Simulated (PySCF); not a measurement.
## Radial density of C(3+) (carbon, charge +3)

UHF, [He] 2s1, 2S determinant. Computed with PySCF 2.14 in def2-TZVPPD, with the non-relativistic Hamiltonian (point nucleus).

| r (bohr) | 4πr²ρ (e/bohr) | 4πr²(ρα − ρβ) |
| --- | --- | --- |
| 0.00389 | 0.02297 | 0.0009 |
| 0.00654 | 0.06316 | 0.0026 |
| 0.0110 | 0.1690 | 0.0069 |
| 0.0185 | 0.4376 | 0.0178 |
| 0.0311 | 1.064 | 0.0425 |
| 0.0523 | 2.341 | 0.0908 |
| 0.0880 | 4.339 | 0.1574 |
| 0.148 | 6.075 | 0.1849 |
| 0.249 | 5.343 | 0.0809 |
| 0.419 | 2.239 | 0.0073 |
| 0.705 | 0.7660 | 0.4889 |
| 1.19 | 0.8589 | 0.8547 |
| 1.99 | 0.2377 | 0.2377 |
| 3.35 | 0.005511 | 0.0055 |
